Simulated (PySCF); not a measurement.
# Bond length, frequency and bond energy of GaC⁺ by level of theory

State: ³Π (triplet), unpaired electrons σ ↑, π ↑. Set-up: Ga cc-pVDZ-PP with ECP10, C cc-pVDZ; scalar-relativistic core potentials (PySCF 2.14). De refers to Ga⁺ + C in their high-spin ground configurations, without counterpoise correction. The functionals are run spin-unrestricted. A positive dipole points towards C; it is taken about the centre of mass and depends on that origin. Levels whose curve was spin-contaminated or gave no clean fit are not listed.

```csv
Level,Re (Å),ωe (cm⁻¹),De (eV),μ (D),"CPU s a point (SCF and correlation, without the integrals)"
UHF-MP2,2.841,143,0.266,n/a,0.071
UHF-SCS-MP2,2.894,134,0.239,n/a,n/a
UHF-CCSD,2.832,141,0.263,n/a,n/a
UHF-CCSD(T),2.792,148,0.284,n/a,1.5
PBE,2.606,189,0.56,0.72,0.32
revPBE,2.671,171,0.470,0.63,0.23
r²SCAN,2.602,192,0.487,0.73,0.49
PBE0,2.641,184,0.452,0.51,0.51
r²SCAN0,2.640,185,0.419,0.53,0.5
M06-2X,2.687,158,0.414,0.32,0.48
```

Problem. Which functional lies closest to UHF-CCSD(T) in De, which farthest, and by how much do they differ from it?

Solution. Closest is M06-2X (-10.5 pm in Re, +6.8 % in ωe, +0.13 eV in De against UHF-CCSD(T) in the same basis), farthest PBE (-18.6 pm in Re, +27.7 % in ωe, +0.28 eV in De). CCSD(T) converges more slowly with the basis than the functionals do and binds too weakly in this one, so the order can change at the basis-set limit.

Problem. What does a quarter of exact exchange do here, going from PBE to PBE0?

Solution. PBE0 less PBE: +3.5 pm in Re, -2.6 % in ωe, -0.11 eV in De. Exact exchange removes part of the self-interaction that spreads semilocal densities, and in most molecules shortens and stiffens the bond and lowers De; here Re and ωe go the other way.

Problem. What does the step from GGA to meta-GGA do here, going from PBE to r²SCAN?

Solution. r²SCAN less PBE: -0.4 pm in Re, +1.6 % in ωe, -0.07 eV in De. 

Correlated steps freeze 5 core orbitals. Correlated levels converge slowly with the basis: in double zeta they bind strong bonds too weakly, by up to about 1 eV, and carry superposition errors of some tenths. Spin–orbit coupling is left out. For an ion De counts to the pair picked by the measured ionisation energies or electron affinities, which need not be the lowest pair at this level. The state is the lowest determinant that a PBE0 search found; another state may lie lower at other levels.

The whole job (state search and all levels along the bond) took about 1.1 min on 1 thread of Arm Neoverse V2 (shared host), peak memory 0.46 GiB.
